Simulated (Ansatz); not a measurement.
## What each rung costs, and what it gives

Saddle point of CH4BrGa, closed shell (CH₄BrGa ([CH3][GaH][Br]) → CH₃Ga ([CH3][Ga]) + HBr; bonds formed: Br2–H3; bonds broken: Ga1–Br2, Ga1–H3), PBE0-D4/def2-TZVP structure:

Ga1  (-0.834, -0.752, -0.234)
Br2  (1.276, -1.441, -2.049)
H3  (-0.333, -1.797, -1.483)
C4  (-0.135, 0.781, 0.801)
H5  (-0.864, 1.134, 1.533)
H6  (0.110, 1.596, 0.114)
H7  (0.780, 0.480, 1.317)
(Å)

Barriers are electronic and count from the start structure reached by relaxing down the imaginary mode.

Computed with Ansatz 0.2.0 (basis: as named in each row); correlated methods freeze the cores. Filled d shells of the heavier atoms are correlated. The def2 sets are not built for correlating such inner shells, so the correlated values are less sure here. B3LYP uses VWN-RPA correlation. Extrapolation: Hartree–Fock as exp(−7.88 √X), correlation as X^−2.97.

Times are rough, for one single point on 4 threads of a shared host (Arm Neoverse V1).

The estimate by CCSD(T) at an estimated basis limit (MP2 extrapolated from triple and quadruple zeta, plus CCSD(T) − MP2 in triple zeta) is 223.7 kJ/mol.

```
      method       basis  time (s)  barrier (kJ/mol)  method less estimate
       SPW92    def2-SVP   under 1             180.9                 -42.8
          HF      STO-3G   under 1             454.1                 230.4
      PBE-D4    def2-SVP   under 1             181.3                 -42.3
       SPW92  def2-TZVPP   under 1             177.8                 -45.9
    B3LYP-D4       6-31G   under 1             204.6                 -19.1
     PBE0-D4    def2-SVP         1             213.8                  -9.8
      PBE-D4  def2-TZVPP         1             179.1                 -44.6
     BLYP-D4  def2-TZVPP         1             173.3                 -50.3
    BHLYP-D4  def2-TZVPP         2             236.5                  12.9
    B3LYP-D4  def2-TZVPP         2             199.8                 -23.9
     PBE0-D4  def2-TZVPP         2             210.8                 -12.9
CAM-B3LYP-D4  def2-TZVPP         2             224.5                   0.8
   r2SCAN-D4  def2-TZVPP         3             205.0                 -18.7
  RPA on PBE  def2-TZVPP         3             222.0                  -1.6
  r2SCAN0-D4  def2-TZVPP         4             225.5                   1.8
      B2PLYP  def2-TZVPP         4             216.9                  -6.8
    PBE-QIDH  def2-TZVPP         4             240.0                  16.3
     wB97M-V    def2-SVP         4             233.1                   9.4
     CCSD(T)    def2-SVP         4             241.4                  17.7
      PBE-D4      STO-3G         5             317.0                  93.4
     wB97X-V  def2-TZVPP         6             243.0                  19.4
     wB97M-V  def2-TZVPP         7             230.2                   6.5
      B97M-V  def2-TZVPP         8             215.1                  -8.6
         MP2  def2-QZVPP        17             232.9                   9.2
     CCSD(T)  def2-TZVPP        61             233.8                  10.2
```

All methods are single points on the PBE0-D4 structures.

T1 diagnostic: at most 0.013. The restricted Hartree–Fock reference is unstable towards an unrestricted one at one or more of these structures.

Labels in which every atom is bracketed show which atoms are joined, not bond orders.
